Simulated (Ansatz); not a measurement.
Ansatz (an electronic-structure program) input (B3LYP-D3(BJ)/def2-TZVP):

Ansatz 0.2 input:
```yaml
crystal:
  periodic: [false, false, false]
  atoms:
    - {symbol: Zr, position_ang: [0.45549064, 0.30104354, -0.20346954]}
    - {symbol: O, position_ang: [-0.63069260, 1.35966071, -1.04649118]}
    - {symbol: Cl, position_ang: [-0.77494616, -1.34817808, 0.97121829]}
basis:
  gaussian:
    orbitals: def2-TZVP
hamiltonian:
  xc: b3lyp
  dispersion: d3bj
magnetization: {spin_polarized: true, initial_magnetization: 1}
phonons: {temperatures: {t_min: 298.15, t_max: 298.15, t_step: 100}}
```

Output:

```
Functional definition: B3LYP
integrals: 0.03 GiB planned
769 factors; their error is unknown
mean field: 0.43 GiB planned
mean field evaluation 1: about -15841.9354 eV, gradient 5.8e1 eV
mean field evaluation 2: about -15618.7073 eV, gradient 1.7e2 eV
mean field evaluation 4: about -15853.6399 eV, gradient 1.3e1 eV
mean field evaluation 8: about -15854.3893 eV, gradient 1.5e-1 eV
mean field evaluation 16: about -15854.4407 eV, gradient 1.3e-3 eV
mean field evaluation 32: about -15853.9055 eV, gradient 4.0e0 eV
mean field -15854.44070905 eV, -582.6399495315 hartree, gradient 2.5e-5 eV, S^2 0.752032; 3 other end points of the search recorded, 0 dependent functions left out
the calculation of the forces begins
reference -15854.44093969 eV, -582.6399580074 hartree; 19, 18 occupied and 89, 90 virtual orbitals, 769 factors
these checks for a lower state are left out or cut short: stability, starts, cluster_reference, orbital_swaps, neighbouring_geometries, increment
integrals: 0.03 GiB planned
769 factors; their error is unknown
mean field: 0.43 GiB planned
mean field -15854.44060274 eV, -582.6399456249 hartree, gradient 2.3e-6 eV, S^2 0.752019; 0 other end points of the search recorded, 0 dependent functions left out
the calculation of the forces begins
reference -15854.44083337 eV, -582.6399541002 hartree; 19, 18 occupied and 89, 90 virtual orbitals, 769 factors
these checks for a lower state are left out or cut short: stability, starts, cluster_reference, orbital_swaps, neighbouring_geometries, increment
integrals: 0.03 GiB planned
769 factors; their error is unknown
mean field: 0.43 GiB planned
mean field -15854.44059108 eV, -582.6399451964 hartree, gradient 2.5e-6 eV, S^2 0.752045; 0 other end points of the search recorded, 0 dependent functions left out
the calculation of the forces begins
reference -15854.44082174 eV, -582.6399536728 hartree; 19, 18 occupied and 89, 90 virtual orbitals, 769 factors
these checks for a lower state are left out or cut short: stability, starts, cluster_reference, orbital_swaps, neighbouring_geometries, increment
integrals: 0.03 GiB planned
769 factors; their error is unknown
mean field: 0.43 GiB planned
mean field -15854.44066989 eV, -582.6399480927 hartree, gradient 2.4e-6 eV, S^2 0.752042; 0 other end points of the search recorded, 0 dependent functions left out
the calculation of the forces begins
reference -15854.44090057 eV, -582.6399565698 hartree; 19, 18 occupied and 89, 90 virtual orbitals, 769 factors
these checks for a lower state are left out or cut short: stability, starts, cluster_reference, orbital_swaps, neighbouring_geometries, increment
integrals: 0.03 GiB planned
769 factors; their error is unknown
mean field: 0.43 GiB planned
mean field evaluation 64: about -15854.4407 eV, gradient 2.4e-6 eV
mean field -15854.44066327 eV, -582.6399478493 hartree, gradient 2.4e-6 eV, S^2 0.752023; 0 other end points of the search recorded, 0 dependent functions left out
the calculation of the forces begins
reference -15854.44089388 eV, -582.6399563240 hartree; 19, 18 occupied and 89, 90 virtual orbitals, 769 factors
these checks for a lower state are left out or cut short: stability, starts, cluster_reference, orbital_swaps, neighbouring_geometries, increment
integrals: 0.03 GiB planned
769 factors; their error is unknown
mean field: 0.43 GiB planned
mean field -15854.44065608 eV, -582.6399475852 hartree, gradient 2.5e-6 eV, S^2 0.752046; 0 other end points of the search recorded, 0 dependent functions left out
the calculation of the forces begins
reference -15854.44088678 eV, -582.6399560631 hartree; 19, 18 occupied and 89, 90 virtual orbitals, 769 factors
these checks for a lower state are left out or cut short: stability, starts, cluster_reference, orbital_swaps, neighbouring_geometries, increment
integrals: 0.03 GiB planned
769 factors; their error is unknown
mean field: 0.43 GiB planned
mean field -15854.44058479 eV, -582.6399449651 hartree, gradient 2.3e-6 eV, S^2 0.752019; 0 other end points of the search recorded, 0 dependent functions left out
the calculation of the forces begins
reference -15854.44081537 eV, -582.6399534389 hartree; 19, 18 occupied and 89, 90 virtual orbitals, 769 factors
these checks for a lower state are left out or cut short: stability, starts, cluster_reference, orbital_swaps, neighbouring_geometries, increment
integrals: 0.03 GiB planned
769 factors; their error is unknown
mean field: 0.43 GiB planned
mean field -15854.44067897 eV, -582.6399484264 hartree, gradient 9.6e-7 eV, S^2 0.752024; 0 other end points of the search recorded, 0 dependent functions left out
the calculation of the forces begins
reference -15854.44090959 eV, -582.6399569014 hartree; 19, 18 occupied and 89, 90 virtual orbitals, 769 factors
these checks for a lower state are left out or cut short: stability, starts, cluster_reference, orbital_swaps, neighbouring_geometries, increment
integrals: 0.03 GiB planned
769 factors; their error is unknown
mean field: 0.43 GiB planned
mean field evaluation 96: about -15854.4407 eV, gradient 9.7e-7 eV
mean field -15854.44067772 eV, -582.6399483802 hartree, gradient 9.7e-7 eV, S^2 0.752041; 0 other end points of the search recorded, 0 dependent functions left out
the calculation of the forces begins
reference -15854.44090838 eV, -582.6399568568 hartree; 19, 18 occupied and 89, 90 virtual orbitals, 769 factors
these checks for a lower state are left out or cut short: stability, starts, cluster_reference, orbital_swaps, neighbouring_geometries, increment
integrals: 0.03 GiB planned
769 factors; their error is unknown
mean field: 0.43 GiB planned
mean field -15854.44063715 eV, -582.6399468893 hartree, gradient 2.9e-6 eV, S^2 0.752032; 0 other end points of the search recorded, 0 dependent functions left out
the calculation of the forces begins
reference -15854.44086775 eV, -582.6399553636 hartree; 19, 18 occupied and 89, 90 virtual orbitals, 769 factors
these checks for a lower state are left out or cut short: stability, starts, cluster_reference, orbital_swaps, neighbouring_geometries, increment
integrals: 0.03 GiB planned
769 factors; their error is unknown
mean field: 0.43 GiB planned
mean field -15854.44072011 eV, -582.6399499382 hartree, gradient 2.9e-6 eV, S^2 0.752033; 0 other end points of the search recorded, 0 dependent functions left out
the calculation of the forces begins
reference -15854.44095079 eV, -582.6399584156 hartree; 19, 18 occupied and 89, 90 virtual orbitals, 769 factors
these checks for a lower state are left out or cut short: stability, starts, cluster_reference, orbital_swaps, neighbouring_geometries, increment
integrals: 0.03 GiB planned
769 factors; their error is unknown
mean field: 0.43 GiB planned
mean field -15854.44069828 eV, -582.6399491358 hartree, gradient 1.4e-6 eV, S^2 0.752031; 0 other end points of the search recorded, 0 dependent functions left out
the calculation of the forces begins
reference -15854.44092890 eV, -582.6399576112 hartree; 19, 18 occupied and 89, 90 virtual orbitals, 769 factors
these checks for a lower state are left out or cut short: stability, starts, cluster_reference, orbital_swaps, neighbouring_geometries, increment
integrals: 0.03 GiB planned
769 factors; their error is unknown
mean field: 0.43 GiB planned
mean field -15854.44070616 eV, -582.6399494256 hartree, gradient 1.2e-6 eV, S^2 0.752033; 0 other end points of the search recorded, 0 dependent functions left out
the calculation of the forces begins
reference -15854.44093681 eV, -582.6399579019 hartree; 19, 18 occupied and 89, 90 virtual orbitals, 769 factors
Total energy: -15854.56774981 eV, -582.6446181934 hartree
Atom 0 at     0.455491     0.301044    -0.203470 Å, force    -0.000043     0.000023    -0.000019 eV/Å
Atom 1 at    -0.630693     1.359661    -1.046491 Å, force     0.000036    -0.000018     0.000015 eV/Å
Atom 2 at    -0.774946    -1.348178     0.971218 Å, force     0.000007    -0.000005     0.000004 eV/Å
Dipole moment:     1.024995     0.026633     0.028716 e Å
Vibrations: 175.53 383.09 966.84 cm⁻¹, zero-point energy 0.094566 eV
```

The spin state was set by rule; other spins were not relaxed.
